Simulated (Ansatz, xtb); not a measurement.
## Relaxing a trial structure of H4Si2Zn

The starting geometry of this gas-phase singlet has its atoms placed at random.

```xyz
7

Si    0.1649   -0.4166   -1.0260
Si    0.6836    0.9108    0.3592
Zn   -2.1013    0.1121   -0.3476
H     0.8169    0.5742    1.5911
H    -0.5909    0.7054   -0.0227
H    -0.8392   -2.0522   -0.3019
H    -1.3600    0.0588    1.2181
```

Question: Guess where an optimisation with r2SCAN-D4/def2-SVP ends from this start.

Answer: It ends as a structure with H5 bridging Si1 and Si2, given below by its coordinates. Distances that change by over a tenth: Si1–Si2 (1.99 → 2.28 Å), Si2–H4 (1.28 → 1.53 Å), Si2–H5 (1.35 → 1.82 Å), Zn3–H7 (1.73 → 1.54 Å). Contacts that open: Zn3–H5 (1.65 → 3.14 Å). Contacts that close: Si1–H6 (2.05 → 1.51 Å).

The energy falls by 6.95 eV over 27 steps:

```tsv
step	E − E(last) (eV)
1	6.948
4	2.308
7	1.432
10	1.009
13	0.852
15	0.682
18	0.234
21	0.051
24	0.002
27	0.000
```

Final geometry (Å):

```xyz
7

Si   -0.2633   -0.5108    0.2010
Si    1.1539    1.0521   -0.6662
Zn   -2.6068   -0.3191   -0.0337
H     2.2929    0.4153    0.1358
H     0.1375    0.9401    0.8338
H     0.1920   -1.5083    1.2336
H    -4.1320   -0.1770   -0.2342
```

From the same start GFN2-xTB ends elsewhere, differing in Si1–H5 (3.18 against 1.63 Å here).

From so rough a start the end depends on the optimiser's path, so another program may land elsewhere. The end wasn't checked by frequencies. Run with Ansatz 0.2.0, 40 s on 1 thread of AMD EPYC 9R45 96-Core Processor (Zen 5), on a shared host.
